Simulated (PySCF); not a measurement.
BHO, SMILES [B]O (connectivity only; charge and spin as stated), neutral, multiplicity 1. Heavy atoms are numbered as in [B:1][OH:2]. Hydrogens are named by the atom that carries them.

The structure is a stationary point at PBE0-D3(BJ)/def2-TZVPD. A frequency run showed that this geometry is not a minimum.

The numbers are results of r2SCAN/def2-TZVPD (PySCF), not measurements.

Mulliken values depend strongly on the basis, most of all with diffuse functions as here. ESP charges are fitted to the potential on shells at 1.4 to 2.0 van der Waals radii. Atomic charges (e), one atom of each kind:

```
atom     ESP fit  Mulliken  meta-Löwdin
-------  -------  --------  -----------
B1         -0.36     -0.16         0.01
O2 (OH)     0.03     -0.18        -0.40
H on O2     0.33      0.34         0.39
```
